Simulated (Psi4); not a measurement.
Input for Psi4:
```
memory 2 GB

molecule {
0 2
  O     1.13377266    0.12435186   -0.36781878
  B    -0.03360281   -0.52188624   -0.20573049
  O    -1.12795819   -0.03404720    0.40341739
  H     1.22824605    1.02526193   -0.02617740
  H    -1.10674775    0.86173194    0.77004098
}

set basis cc-pvtz
set reference uhf
set puream true

energy('mp2')
print_variables()
```

Problem. What does this run give for the MP2 correlation energy, SCF-reference <S^2>, total energy, nuclear repulsion energy?

Solution. 
| Property | Result |
|---|---|
| MP2 correlation energy | -0.5939 Eh |
| SCF-reference <S^2> | 0.753 |
| total energy | -176.2796 Eh |
| nuclear repulsion energy | 60.4700 Eh |

These values belong to the state on which the SCF converged, which isn't shown to be the lowest.
